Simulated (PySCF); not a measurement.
PySCF job for Sn(H)(F)(Me)2 (C2H7FSn), SMILES [F][SnH]([CH3])[CH3], C-PCM-M06-2X/def2-SVP. Geometry optimised at B3LYP-D3(BJ)/def2-SVP. The def2 effective core potentials stand for the cores of Sn; spin–orbit coupling is left out.

```python
import numpy as np
from pyscf import gto, scf, dft
from pyscf.solvent import pcm

mol = gto.M(
    atom='''
    Sn    0.24605359   -0.01925352   -0.00000000
    C    -0.46247779    0.91907355    1.80859535
    C    -0.46247779    0.91907356   -1.80859534
    F    -0.57524254   -1.80082637   -0.00000000
    H     1.94141536   -0.33684323    0.00000001
    H     0.01327017    1.90321152    1.93360371
    H    -0.21950431    0.28700425    2.67423322
    H    -1.55235511    1.04882128    1.74714327
    H    -0.21950430    0.28700426   -2.67423322
    H     0.01327017    1.90321152   -1.93360369
    H    -1.55235511    1.04882128   -1.74714327
    ''',
    basis='def2-SVP',
    ecp={'Sn': 'def2-svp'},
    charge=0,
    spin=0,
    max_memory=1600,
    verbose=3,
)
mf = dft.RKS(mol, xc='m06-2x').density_fit(auxbasis='def2-universal-jkfit')
mf.grids.level = 4
mf.conv_tol = 1e-9
mf.max_cycle = 100
mf.kernel()
res = {}
for name, eps in {'water': 78.355, 'diethylether': 4.24, '1-octanol': 9.8629}.items():
    s = mf.PCM()
    s.with_solvent.method, s.with_solvent.eps, s.with_solvent.lebedev_order = 'C-PCM', eps, 29
    s.kernel(mf.make_rdm1())
    res[name] = (s.e_tot, eps, s.dip_moment(), s.mo_energy, s.converged)
    print(f'{name}: electrostatic solvation free energy {(s.e_tot - mf.e_tot) * 627.509474:.3f} kcal/mol')
```

It prints:

```
converged SCF energy = -394.289717763294

WARN: PCM is an experimental feature. It is still in testing.
Features and APIs may be changed in the future.

converged SCF energy = -394.298823358967
Dipole moment(X, Y, Z, Debye):  0.83856,  3.88489, -0.00000
water: electrostatic solvation free energy -5.714 kcal/mol

WARN: PCM is an experimental feature. It is still in testing.
Features and APIs may be changed in the future.

converged SCF energy = -394.296570751333
Dipole moment(X, Y, Z, Debye):  0.80140,  3.69587, -0.00000
diethylether: electrostatic solvation free energy -4.300 kcal/mol

WARN: PCM is an experimental feature. It is still in testing.
Features and APIs may be changed in the future.

converged SCF energy = -394.297912572479
Dipole moment(X, Y, Z, Debye):  0.82337,  3.80730, -0.00000
1-octanol: electrostatic solvation free energy -5.142 kcal/mol
```

The calculation finished and met its thresholds.

Cost: about 2.3 core-minutes (a rough figure).
